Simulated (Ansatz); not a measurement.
Relaxation of ClFH2OZn (6 atoms, charge 0, multiplicity 1), to a largest force component of 0.03 eV/Å in at most 50 steps.

The calculation used Ansatz 0.2.0, RKS PBE0-D4/def2-SVP.

```xyz
6
Properties=species:S:1:pos:R:3
Zn 0.399 -0.047 0.077
Cl 0.430 0.256 2.264
O 0.616 -0.193 -1.670
H -0.121 -0.613 -2.124
F -2.340 -0.554 0.845
H -1.991 -0.358 1.680
```

Q: Where does it end, and by what steps?

A: It converged. After 5 steps the energy has fallen by 0.249 eV; F5 moved furthest, 0.35 Å.

```
step  energy less start (eV)  largest force component (eV/Å)  accepted
   0                  0.0000                           1.066       yes
   1                 -0.1645                           0.337       yes
   2                 -0.2397                           0.489       yes
   3                 -0.2473                           0.153       yes
   4                 -0.2490                           0.031       yes
   5                 -0.2491                           0.025       yes
```

```xyz
6
Properties=species:S:1:pos:R:3
Zn 0.131 -0.105 0.152
Cl 0.232 0.248 2.286
O 0.550 -0.273 -1.563
H -0.194 -0.545 -2.111
F -2.014 -0.520 0.717
H -1.711 -0.314 1.591
```

Whether the end is a true minimum wasn't checked by a vibrational analysis.

Run time: 15 s on 2 threads of Arm Neoverse V1, on a shared host, peak memory 0.18 GiB.
